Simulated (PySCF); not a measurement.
Compound: CH7PSSi.
SMILES: `CS[SiH2]P`

Torsions of this conformer, `[CH3:1][S:2][SiH2:3][PH2:4]`: C1–S2–Si3–P4 179°, H–P4–Si3–S2 -168°, H–P4–Si3–S2 -75°.

The closed-shell ground state was solved at several levels (PySCF, density fitting, gas phase, non-relativistic). Isolated species at its PBE0-D3(BJ)/def2-SVP geometry (one conformer only).

```
        level  basis functions  total energy (Eh)  HOMO (eV)  LUMO (eV)  gap (eV)  dipole (D)
 KT3/pcSseg-2              263         -1079.8270      -5.89      -1.13      4.76        1.82
PBE0/pcSseg-1              124         -1070.8825      -7.02      -0.03      6.99        2.23
```

Task: What might CAM-B3LYP/def2-SVPD (151 basis functions) give for the same quantities?

Result: Total energy -1071.0214 Eh, HOMO -8.28 eV, LUMO 0.71 eV, gap 8.99 eV, dipole 1.86 D.

Task: Over all these levels, which gives the widest orbital gap and which the narrowest?

Result: CAM-B3LYP/def2-SVPD (range-separated hybrid) has the widest, 8.99 eV, and KT3/pcSseg-2 (GGA) the narrowest, 4.76 eV. Functional and basis both differ between the two, so the spread mixes both effects.

Task: How far do the dipole and the HOMO energy spread over the levels?

Result: The dipole runs from 1.82 to 2.23 D (mean 1.97 D) and the HOMO from -8.28 to -5.89 eV.
